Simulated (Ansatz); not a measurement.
Cartesian coordinates in Å:
```
C 0.037 1.154 2.057
N 0.149 0.533 0.785
W -0.363 -0.531 -0.514
N 1.079 -1.835 -0.738
N -0.602 0.615 -2.082
O -1.830 -1.368 -0.204
H 0.913 0.920 2.672
H -0.002 2.243 1.944
H -0.859 0.832 2.599
H 2.005 -1.745 -0.353
H 0.937 -2.746 -1.146
H -1.200 0.369 -2.856
H -0.263 1.559 -2.165
```

Charge 0, multiplicity 1. W: def2 effective core potential.

**Question.** List the CAM-B3LYP/def2-TZVPP orbital energies in eV (Ansatz). (Estimate.)

**Answer.** Computed: Occupied: -521.89, -391.24, -391.22, -391.22, -279.54, -84.42, -47.81, -47.49, -47.33, -26.30, -25.14, -24.94, -24.85, -19.25, -15.49, -15.41, -13.87, -13.80, -13.75, -13.43, -13.25, -11.71, -11.21, -10.94, -9.84, -9.29, -8.50, -8.44. Lowest empty: 0.64, 0.68, 1.03, 1.56, 1.68, 2.38, 2.60, 2.84.
